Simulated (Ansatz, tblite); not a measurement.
Forces on In(IMe)F3 (C5H8F3InN2) at its PBE-D4/def2-SVP geometry. Total charge 0; singlet.

In the def2 sets In takes a core potential; there is no spin–orbit coupling. The xTB rows come from tblite. Correlated methods freeze 14 core orbitals; core or outer-core shells of In are correlated, in sets that lack core-valence functions.

GFN1-xTB (tblite), largest force 0.81 eV/Å:

```xyz
19
positions Å, forces eV/Å
In   -0.459   -1.865   -1.462   -0.060   -0.149   -0.152
C    -0.017   -0.155   -0.088    0.122    0.462    0.372
N    -0.730    0.222    1.003    0.569    0.148   -0.356
C    -1.931   -0.472    1.467   -0.200   -0.014   -0.026
C    -0.162    1.344    1.583    0.251   -0.089   -0.387
C     0.933    1.672    0.818   -0.374   -0.278    0.049
N     0.997    0.739   -0.204   -0.522   -0.181    0.411
C     1.994    0.701   -1.275    0.036    0.059   -0.189
H    -1.690   -1.121    2.333   -0.079    0.341   -0.481
H    -2.692    0.273    1.767    0.403   -0.367   -0.146
H    -2.325   -1.085    0.626    0.248    0.398    0.661
H    -0.582    1.822    2.473    0.248   -0.296   -0.520
H     1.653    2.490    0.912   -0.416   -0.494   -0.057
H     1.576    0.104   -2.115    0.374    0.422    0.579
H     2.200    1.731   -1.620   -0.108   -0.519    0.193
H     2.933    0.241   -0.909   -0.530    0.218   -0.159
F     0.303   -1.115   -3.168   -0.380   -0.359    0.605
F    -2.454   -1.979   -1.213    0.770    0.000   -0.211
F     0.450   -3.547   -0.927   -0.352    0.698   -0.187
```

GFN2-xTB (tblite), largest force 1.93 eV/Å:

```
In -0.055 -0.103 -0.124
C 0.350 1.511 1.149
N 0.138 -0.145 -0.261
C 0.183 0.183 -0.184
C 0.080 -0.323 -0.456
C -0.301 -0.439 -0.190
N -0.212 -0.252 -0.013
C -0.282 0.048 0.143
H -0.114 0.303 -0.463
H 0.381 -0.372 -0.130
H 0.255 0.386 0.705
H 0.307 -0.360 -0.645
H -0.518 -0.605 -0.069
H 0.417 0.418 0.599
H -0.087 -0.511 0.179
H -0.490 0.200 -0.194
F -0.160 -0.132 0.099
F 0.179 -0.031 -0.143
F -0.072 0.225 -0.002
```

B2PLYP/def2-TZVP (Ansatz), largest force 0.77 eV/Å:

```
In -0.045 -0.115 -0.113
C 0.039 0.215 0.148
N 0.432 0.191 -0.229
C -0.491 -0.310 0.146
C 0.209 0.169 -0.047
C -0.159 0.057 0.210
N -0.392 -0.054 0.348
C 0.379 -0.053 -0.460
H -0.107 0.375 -0.485
H 0.435 -0.388 -0.178
H 0.188 0.412 0.629
H 0.265 -0.296 -0.558
H -0.454 -0.510 -0.056
H 0.357 0.449 0.519
H -0.139 -0.557 0.204
H -0.538 0.260 -0.177
F -0.273 -0.255 0.400
F 0.523 -0.007 -0.165
F -0.228 0.417 -0.136
```
